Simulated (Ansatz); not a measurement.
System: methyltin triiodide, CH₃I₃Sn (charge 0, singlet). 
Structure (B3LYP-D3(BJ)/def2-TZVP (Ansatz, a quantum-chemistry and plane-wave program) minimum search):
```xyz
8

C     -2.7035    -0.4243     0.1207
Sn    -0.5827    -0.0914     0.0260
I      0.5398    -1.7160    -1.8173
I     -0.0654     2.4713    -0.6534
I      0.5532    -0.5941     2.4248
H     -2.8695    -1.4631     0.3960
H     -3.1164     0.2458     0.8710
H     -3.1219    -0.2121    -0.8603
```

Computed values are from Ansatz. Cores are frozen in the correlated levels unless marked. Open shells are spin-unrestricted. Spin-orbit coupling is left out. The frozen core is the preceding noble-gas configuration, with the filled d and f shells of earlier blocks. Past Kr the def2 sets carry scalar-relativistic core potentials. Basis-set limits of correlation are two-point, X^-3; Hartree-Fock from the larger set.

**Question.** What is the vertical ionisation energy (to the doublet) at CCSD(T)/CBS(def2-TZVPPD,def2-QZVPPD)?

**Answer.** 9.83 eV.

**Question.** What is the dipole moment at CCSD(T)/def2-SVPD?

**Answer.** 2.07 D.

**Question.** What is the T1 diagnostic at CCSD/def2-QZVPPD?

**Answer.** 0.010.

**Question.** What is the total energy at CCSD(T)/CBS(def2-TZVPPD,def2-QZVPPD)?

**Answer.** -1144.0426 Eh.

**Question.** What is the atomisation energy De at CCSD(T)/CBS(def2-TZVPPD,def2-QZVPPD)?

**Answer.** 545.8 kcal/mol.
